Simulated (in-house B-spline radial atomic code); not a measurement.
The numbers below are computed, except where a source is named.
# Weak and strong correlation along the adiabatic connection

Two-electron singlets in several external potentials (atomic units), by full CI in B-splines with partial waves to l = 8 (correlation energies up to 0.6 % small). The repulsion is scaled by λ at fixed density; W(λ) is the mean repulsion less the Hartree energy, W(0) = E_x, and the area under W from 0 to 1 is E_xc.

One system gave this curve:

| λ | W (hartree) |
| --- | --- |
| 0 | -0.38523 |
| 0.02 | -0.38768 |
| 0.05 | -0.39121 |
| 0.12 | -0.39887 |
| 0.25 | -0.41125 |
| 0.4 | -0.42311 |
| 0.6 | -0.43589 |
| 0.8 | -0.44614 |
| 1 | -0.45453 |
| 1.4 | -0.46746 |
| 2 | -0.48089 |

Q: Which system is it?
A. ω²r²/2 − Z/r, ω = 2.42, Z = 3
B. empty sphere, radius 1.51 bohr
C. −Z exp(−kr)/r, Z = 8.41, k = 2.15
D. ω²r²/2 − Z/r, ω = 0.011, Z = 1

A: D. The exchange energy sets the size: ω²r²/2 − Z/r, ω = 0.011, Z = 1: E_x = -0.385, E_c = -0.0414; −Z exp(−kr)/r, Z = 8.41, k = 2.15: E_x = -4.77, E_c = -0.0457; ω²r²/2 − Z/r, ω = 2.42, Z = 3: E_x = -2.02, E_c = -0.0427; empty sphere, radius 1.51 bohr: E_x = -1.16, E_c = -0.0489 hartree.
